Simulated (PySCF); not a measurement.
## TcF₃⁺: from structure and modes to constants

All numbers come from UPBE0 in PySCF with Tc def2-SVP with ECP28, F def2-SVP; scalar-relativistic core potentials, no spin–orbit coupling; density-fitted integrals.

The quartet minimum has D3h symmetry. Masses (u): Tc 98.90722, F 18.99840.

```xyz
4
charge 1 multiplicity 4, angstrom
Tc    0.0000    0.0000    0.0000
F    -0.0009    0.0000    1.7650
F     1.5289    0.0000   -0.8817
F    -1.5281    0.0000   -0.8832
```

Harmonic wavenumbers (cm⁻¹): 131.0 (a2'', ×1), 175.5 (e', ×2), 774.7 (a1', ×1), 818.8 (e', ×2).

(1) Find the vibrational entropy and heat capacity at 298.15 K.

(2) Give the standard entropy (298.15 K, 1 bar) by its translational, rotational, vibrational and spin parts, and Cp.

## Answers

(1) With u = 1.43878 ω/T, each mode gives S = R[u/(eᵘ−1) − ln(1−e⁻ᵘ)] and C = R u² eᵘ/(eᵘ−1)².
```
  ω (cm⁻¹)      u  S (J/(mol K))  C (J/(mol K))
     131.0  0.632          12.27           8.04
175.5 (×2)  0.847           9.94           7.83
     774.7  3.739           0.96           2.90
818.8 (×2)  3.951           0.81           2.60
```
The sums over all modes are S = 34.7 and C = 31.8 J/(mol K); the softest mode gives 35 % of the entropy (each member, where degenerate).

(2) Sackur–Tetrode with M = 155.90 u gives 171.8; rotation with symmetry number 6 gives 92.5; vibration 34.7; spin R ln 4 = 11.5. The total is 310.5 J/(mol K), and Cp = 4 R + 31.8 = 65.1 J/(mol K).

Other isomers or separated fragments may lie lower. Other spin states or occupations of the open shell can lie lower.
